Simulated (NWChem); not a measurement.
System: formate (CHO$_{2}$ anion); SMILES O=C[O-]

Here is an NWChem input.

```
start job
memory heap 200 mb stack 900 mb global 1100 mb
charge -1
geometry units angstroms
  O      1.136013     0.000000    -0.205563
  C      0.000000     0.000000     0.321913
  O     -1.136013     0.000000    -0.205563
  H      0.000000     0.000000     1.466577
end
basis spherical
  O library def2-svp
  C library def2-svp
  H library def2-svp
end
dft
  xc xcamb88 1.00 lyp 0.81 vwn_5 0.19 hfexch 1.00
  cam 0.33 cam_alpha 0.19 cam_beta 0.46
  iterations 150
end
driver
  maxiter 120
end
task dft optimize
task dft freq
```

Sets without diffuse functions describe the anion's extra electron poorly.

The level has its own optimisation; frequencies are unscaled.

Task: Give the results of this calculation. (CAM-B3LYP/def2-SVP.) Quantities: r C–O (Å); r C–H (Å); highest harmonic frequency (cm⁻¹); lowest (cm⁻¹); zero-point energy (kcal/mol).

Result: 
```yaml
r C–O (Å): 1.241
r C–H (Å): 1.165
highest harmonic frequency (cm⁻¹): 2452
lowest (cm⁻¹): 792
zero-point energy (kcal/mol): 12.8
```
